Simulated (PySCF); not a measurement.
Species: C7H6N3 (doublet state).
Numbering: `[H]/[C:1]=[CH:2]\[N:3]=[CH:4]/[c:5]1[cH:6][n:7][cH:8][cH:9][n:10]1` (hydrogens: H11 on C1; H12 on C2; H13 on C4; H14 on C6; H15 on C8; H16 on C9)

Cartesian coordinates in Å at the GFN2-xTB level; atoms count from 1:
```
atom  x, y, z in Å
C1     2.2796    1.5351   -0.2446
C2     2.4052    0.6132   -1.1651
N3     2.1068   -0.7218   -0.9794
C4     1.1086   -1.2603   -0.4178
C5    -0.1398   -0.6500    0.0273
C6    -1.2979   -1.4284    0.1853
N7    -2.4367   -0.9066    0.5909
C8    -2.4646    0.3995    0.8231
C9    -1.3370    1.1887    0.6325
N10   -0.1873    0.6625    0.2561
H11    1.9658    1.5483    0.7750
H12    2.8839    0.7966   -2.1195
H13    1.1514   -2.3423   -0.3212
H14   -1.2987   -2.4899   -0.0235
H15   -3.4029    0.8073    1.1702
H16   -1.3442    2.2571    0.7993
```

The hyperfine couplings belong to this conformer and change with its torsions.

Level of theory: PySCF, UKS B3LYP, pcH-1 on C H N, non-relativistic, mean-field spin-orbit, GIAO. One conformer (not necessarily the lowest) at the GFN2-xTB geometry, without solvent, vibrations or thermal averaging. The geometry wasn't refined by DFT: couplings that depend on bond lengths, twists or pyramidal angles can differ widely from those at the functional's own minimum. The frame is twisted about the C2–N3 bond at this geometry (dihedral C1–C2–N3–C4 = 44°); couplings at other torsion angles weren't computed. The SCF solution wasn't tested for stability.

Task: Match the computed a_iso(14N) values +13.3, +4.9 MHz with the sites N3; N10.

Result: 
```json
{"site": "N3", "a_iso (MHz)": "+4.9", "ρ(0) (bohr⁻³)": "+0.0151", "position": "2 bonds from C1", "distance from C1 (Å)": "2.38", "spin population": "+0.09", "largest |T| (MHz)": "9.4"}
{"site": "N10", "a_iso (MHz)": "+13.3", "ρ(0) (bohr⁻³)": "+0.0410", "position": "5 bonds from C1", "distance from C1 (Å)": "2.66", "spin population": "+0.01", "largest |T| (MHz)": "2.9"}
```

ρ(0) is the spin density at the nucleus and T the dipolar tensor. The Mulliken spin populations are largest on C1 (+1.03), C2 (-0.12) and N3 (+0.09). No atom but C1 exceeds +0.15. The positive populations add up to 1.18 and the negative ones to -0.18, together 2S = 1.

The run took 87 s (grids of density and orbitals included) on one thread, Arm Neoverse V2 (aarch64), no GPU, on a shared host, and the process peaked at 1.1 GiB of memory.
